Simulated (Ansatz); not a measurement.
Consider the redistribution: `[SiH3]CS` + `BC[SiH2]F` → `B[SiH2]CS` + `C[SiH2]F`.

Computed with Ansatz on PBE0-D4/def2-TZVP structures; ΔE is electronic, products minus reactants. CBS: MP2 limit from def2 TZ/QZ plus the TZ coupled-cluster correction, frozen cores. DFT in def2-TZVPP. One conformer a species, not always the lowest.

`[SiH3]CS`:

Z-matrix (Å, degrees):
```
Si
C 1 1.878
H 1 1.489 2 110.7
H 1 1.484 2 109.8 3 121.0
H 1 1.488 2 108.8 3 -119.4
S 2 1.813 1 111.4 3 177.0
H 2 1.092 1 112.3 3 52.0
H 2 1.093 1 109.3 3 -67.0
H 6 1.343 2 97.3 1 -50.2
```

`BC[SiH2]F`:

Z-matrix (Å, degrees):
```
C
Si 1 1.871
B 1 1.537 2 111.4
H 1 1.096 2 103.5 3 -122.4
H 1 1.096 2 103.5 3 122.4
F 2 1.602 1 107.7 3 -179.6
H 2 1.482 1 111.8 3 -61.9
H 2 1.482 1 111.7 3 62.7
H 3 1.197 1 120.7 2 88.6
H 3 1.197 1 120.7 2 -88.5
```

`B[SiH2]CS`:

Z-matrix (Å, degrees):
```
Si
C 1 1.888
B 1 2.008 2 113.4
H 1 1.492 2 109.1 3 121.6
H 1 1.492 2 109.1 3 -121.5
S 2 1.806 1 110.5 3 179.8
H 2 1.093 1 108.5 3 58.5
H 2 1.093 1 108.4 3 -58.9
H 3 1.197 1 123.4 2 -0.1
H 3 1.196 1 119.4 2 180.0
H 6 1.344 2 98.2 1 179.9
```

`C[SiH2]F`:

Cartesian coordinates in Å:
```
C 0.470 0.129 0.856
Si -0.401 -0.077 -0.767
F -1.147 -1.497 -0.794
H 1.212 -0.657 1.005
H 0.986 1.093 0.885
H -0.238 0.098 1.687
H -1.436 0.969 -0.967
H 0.554 -0.059 -1.904
```

```json
{"level": "PBE-D4", "ΔE (kcal/mol)": "9.4", "difference from CCSD(T)/CBS": "-0.7"}
{"level": "CAM-B3LYP-D4", "ΔE (kcal/mol)": "10.5", "difference from CCSD(T)/CBS": "0.4"}
{"level": "ωB97X-V", "ΔE (kcal/mol)": "9.8", "difference from CCSD(T)/CBS": "-0.3"}
{"level": "B2PLYP", "ΔE (kcal/mol)": "10.5", "difference from CCSD(T)/CBS": "0.4"}
{"level": "revPBE", "ΔE (kcal/mol)": "8.5", "difference from CCSD(T)/CBS": "-1.6"}
{"level": "BLYP", "ΔE (kcal/mol)": "9.4", "difference from CCSD(T)/CBS": "-0.7"}
{"level": "BHLYP", "ΔE (kcal/mol)": "10.2", "difference from CCSD(T)/CBS": "0.1"}
{"level": "HF/def2-TZVPP", "ΔE (kcal/mol)": "9.7", "difference from CCSD(T)/CBS": "-0.4"}
{"level": "HF/def2-QZVPP", "ΔE (kcal/mol)": "9.8", "difference from CCSD(T)/CBS": "-0.3"}
{"level": "MP2/CBS(def2)", "ΔE (kcal/mol)": "11.6", "difference from CCSD(T)/CBS": "1.5"}
{"level": "CCSD(T)/CBS", "ΔE (kcal/mol)": "10.1", "difference from CCSD(T)/CBS": "0"}
```

Task: What do rigid-rotor, harmonic-oscillator terms from PBE0-D4/def2-TZVP frequencies (298.15 K, 1 bar) make of the CCSD(T)/CBS value? (Estimate.)

Result: The calculation gave: ΔZPE = +0.2 kcal/mol, ΔH = +10.7 kcal/mol, ΔS = 14 J/(mol·K), ΔG = +9.7 kcal/mol.

Largest T1 diagnostic among the species: 0.011.

From BLYP to BHLYP (50 % exact exchange), in def2-TZVPP and without D4, ΔE moves by +0.8 kcal/mol. At CCSD(T), def2-SVP lies +0.8 kcal/mol from the extrapolated value and def2-TZVPP +0.0 kcal/mol. Leaving LDA and LC-ωPBE aside and taking each functional with its dispersion term where it has one, the values, not all of them listed here, spread over 1.8 kcal/mol, from PBE-D4 to ωB97M-V. LDA lies +1.8 kcal/mol from PBE without D4.
